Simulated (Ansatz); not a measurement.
This geometry of CH$_{4}$Te$_{2}$ (7 atoms, charge 0, multiplicity 1) is a first-order saddle point.

Level of theory: Ansatz, RKS PBE0/def2-SVP.

```xyz
7
Properties=species:S:1:pos:R:3
C -1.084 0.505 -0.225
Te 0.210 0.161 1.482
Te 1.837 -1.732 0.428
H -1.065 1.573 -0.474
H -2.103 0.181 0.020
H -0.694 -0.084 -1.064
H 2.959 -0.672 -0.213
```

Q: Which two structures does it join? (They come from a converged band through this point; their orientation in space is the band's.)

A: No bond is made or broken. The dihedral H6–C1–Te2–Te3 goes from 56 to -66°. The two ends are copies of one structure, up to a mirror image or an exchange of like atoms.

Initial state:

```xyz
7
Properties=species:S:1:pos:R:3
C -1.099 0.415 -0.230
Te 0.020 -0.284 1.484
Te 2.011 -1.566 0.167
H -0.510 1.157 -0.783
H -2.014 0.880 0.164
H -1.359 -0.435 -0.871
H 3.013 -0.236 0.023
```

Final state:

```xyz
7
Properties=species:S:1:pos:R:3
C -1.064 0.489 -0.250
Te 0.398 0.560 1.342
Te 1.796 -1.673 0.702
H -1.771 1.310 -0.060
H -1.593 -0.471 -0.223
H -0.570 0.637 -1.217
H 2.865 -0.920 -0.340
```

Q: How far does it lie above each of them?

A: 0.025 eV above the first and 0.025 eV above the second. This is the barrier of this one path; another mechanism may lie lower.

The run took 4 min on 1 thread of Intel(R) Xeon(R) Platinum 8488C (Sapphire Rapids), with other jobs on the host, peak memory 0.22 GiB.
